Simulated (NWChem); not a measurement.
System: C3H5F; SMILES F/C=C\C

Excerpt of the output:

```
             Northwest Computational Chemistry Package (NWChem) 7.3.0
             --------------------------------------------------------

                             Geometry "geometry" -> ""
                             -------------------------

 Output coordinates in angstroms (scale by  1.889725989 to convert to a.u.)

  No.       Tag          Charge          X              Y              Z
 ---- ---------------- ---------- -------------- -------------- --------------
    1 C                    6.0000     0.55150500     1.48402200     0.00000000
    2 C                    6.0000    -0.65111800     0.59111900     0.00000000
    3 C                    6.0000    -0.61620800    -0.75018200     0.00000000
    4 F                    9.0000     0.53838600    -1.44768800     0.00000000
    5 H                    1.0000     1.48840100     0.89553000     0.00000000
    6 H                    1.0000     0.56006900     2.14944200     0.88968900
    7 H                    1.0000     0.56006900     2.14944200    -0.88968900
    8 H                    1.0000    -1.65475500     1.04679000     0.00000000
    9 H                    1.0000    -1.50290200    -1.40554400     0.00000000

 Effective nuclear repulsion energy (a.u.)     114.9833955566

                                 NWChem DFT Module
                                 -----------------

 Summary of "ao basis" -> "ao basis" (spherical)
 ------------------------------------------------------------------------------
       Tag                 Description            Shells   Functions and Types
 ---------------- ------------------------------  ------  ---------------------
 C                          def2-svp                 6       14   3s2p1d
 F                          def2-svp                 6       14   3s2p1d
 H                          def2-svp                 3        5   2s1p

 in cosmo_initialize ...

 solvent parameters
 solvname_short: unkn
 solvname_long:  unknown
 dielec:       78.4000

          ---------------
          -cosmo- solvent
          ---------------
 Cosmo: York-Karplus, doi: 10.1021/jp992097l
 dielectric constant -eps-     =  78.40
 screen = (eps-1)/(eps    )    =   0.98724
 surface charge correction     = lagrangian

   van der Waals surface
 --------------------------

[...]

                                   COSMO solvation results
                                   -----------------------

                 gas phase energy =      -216.878960023805
                 sol phase energy =      -216.882716162739
 (electrostatic) solvation energy =         0.003756138934 (    2.36 kcal/mol)

                       DFT Final Molecular Orbital Analysis
                       ------------------------------------

 Vector   14  Occ=2.000000D+00  E=-4.328179D-01
              MO Center= -2.5D-01, -7.6D-02,  1.8D-09, r^2= 3.0D+00
   Bfn.  Coefficient  Atom+Function         Bfn.  Coefficient  Atom+Function
  ----- ------------  ---------------      ----- ------------  ---------------
    77      0.283937  9 H  s                 19      0.277828  2 C  py
    33     -0.274172  3 C  py                 5     -0.242079  1 C  py
    47     -0.223887  4 F  py                46     -0.214456  4 F  px
    18      0.165675  2 C  px                 4     -0.163991  1 C  px
    50      0.159899  4 F  py                32     -0.158965  3 C  px

 Vector   15  Occ=2.000000D+00  E=-4.273237D-01
              MO Center=  1.8D-01,  1.0D+00, -7.0D-10, r^2= 2.3D+00
   Bfn.  Coefficient  Atom+Function         Bfn.  Coefficient  Atom+Function
  ----- ------------  ---------------      ----- ------------  ---------------
    57      0.332319  5 H  s                  4      0.319001  1 C  px
    72      0.273937  8 H  s                 18     -0.266421  2 C  px
     5     -0.179066  1 C  py                58      0.149915  5 H  s
     7      0.135914  1 C  px                73      0.125352  8 H  s
    62     -0.110051  6 H  s                 67     -0.110051  7 H  s

 Vector   16  Occ=2.000000D+00  E=-3.086288D-01
              MO Center= -4.2D-01,  2.9D-02, -2.3D-09, r^2= 2.2D+00
   Bfn.  Coefficient  Atom+Function         Bfn.  Coefficient  Atom+Function
  ----- ------------  ---------------      ----- ------------  ---------------
    34      0.389017  3 C  pz                20      0.382326  2 C  pz
    23      0.300279  2 C  pz                37      0.242531  3 C  pz
    48      0.241741  4 F  pz                51     -0.203634  4 F  pz
    62     -0.133639  6 H  s                 67      0.133639  7 H  s
     6     -0.130401  1 C  pz                 9     -0.096397  1 C  pz

 Vector   17  Occ=0.000000D+00  E= 5.974442D-02
              MO Center= -5.5D-01, -1.8D-03, -1.9D-08, r^2= 2.5D+00
   Bfn.  Coefficient  Atom+Function         Bfn.  Coefficient  Atom+Function
  ----- ------------  ---------------      ----- ------------  ---------------
    23      0.656208  2 C  pz                37     -0.652758  3 C  pz
    34     -0.452532  3 C  pz                20      0.409469  2 C  pz
    63     -0.244926  6 H  s                 68      0.244926  7 H  s
    51      0.187841  4 F  pz                48     -0.170153  4 F  pz
    62     -0.119360  6 H  s                 67      0.119360  7 H  s

 Vector   18  Occ=0.000000D+00  E= 1.136279D-01
              MO Center= -1.7D-02,  1.4D+00,  2.7D-08, r^2= 6.1D+00
   Bfn.  Coefficient  Atom+Function         Bfn.  Coefficient  Atom+Function
  ----- ------------  ---------------      ----- ------------  ---------------
     3      2.494585  1 C  s                 63     -1.090398  6 H  s
    68     -1.090398  7 H  s                 73     -0.856730  8 H  s
    58     -0.747472  5 H  s                 21     -0.572557  2 C  px
    78     -0.472539  9 H  s                 35     -0.292475  3 C  px
    45      0.226526  4 F  s                  8      0.169717  1 C  py

[...]
```

Level: M06-2X/def2-SVP, COSMO on the gas-phase geometry. Geometry: optimised at PBE-D3(BJ)/def2-SVP. COSMO prints the solvation energy as gas minus solution, so a positive value is a stabilisation.

Problem. Reconstruct the input file.

Solution. This is not unique; one that fits is the input that was run:
```
start job
memory heap 200 mb stack 900 mb global 1100 mb
geometry units angstroms noautosym nocenter noautoz
  C      0.551505     1.484022     0.000000
  C     -0.651118     0.591119     0.000000
  C     -0.616208    -0.750182     0.000000
  F      0.538386    -1.447688     0.000000
  H      1.488401     0.895530     0.000000
  H      0.560069     2.149442     0.889689
  H      0.560069     2.149442    -0.889689
  H     -1.654755     1.046790     0.000000
  H     -1.502902    -1.405544     0.000000
end
basis spherical
  C library def2-svp
  F library def2-svp
  H library def2-svp
end
dft
  xc m06-2x
  iterations 150
end
cosmo
  dielec 78.4
end
task dft energy
```
